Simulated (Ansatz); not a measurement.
Calculated with Ansatz (gas phase, PBE0-D4/def2-TZVP geometries, no zero-point term in ΔE). CCSD(T)/CBS adds triple-zeta CCSD(T) − MP2 to the extrapolated MP2 energy (def2 sets, frozen cores). This one scheme is used for every species. DFT in def2-TZVPP. B3LYP here is the variant with VWN-RPA as its local correlation; programs differ in this. Elements past krypton have def2 core potentials. For In outer-core shells are correlated without core-valence functions, which leaves a few kJ/mol of doubt a bond. Each species was taken in one conformer, which may not be the lowest.

Reaction (formal exchange of groups at the In–C bond): `[SiH3][CH2][InH][SiH3]` + `CF` → `F[CH2][InH][SiH3]` + `C[SiH3]`

CCSD(T)/CBS gives +35.4 kJ/mol.

Question: Another level gave +19.2 kJ/mol. Which?
A. ωB97X-V/def2-TZVPP
B. CCSD(T)/def2-TZVPP
C. B3LYP/def2-TZVPP
D. MP2/def2-TZVPP

Answer: C. B3LYP 19.2, ωB97X-V 26.2, CCSD(T)/def2-TZVPP 33.7, MP2/def2-TZVPP 39.2 kJ/mol.

Largest T1 diagnostic among the species: 0.013.

From PBE to PBE0 (25 % exact exchange), in def2-TZVPP and without D4, ΔE moves by +5.4 kJ/mol. The D4 term adds +6.4 kJ/mol with B3LYP and +3.8 kJ/mol with PBE0; it sums over pairs of atoms, weighted by their polarisabilities, and B3LYP, whose exchange is more repulsive, gets the larger term.

CCSD(T)/CBS has its own doubt, a few kJ/mol and more with outer-core shells, so smaller differences from it don't rank the levels.
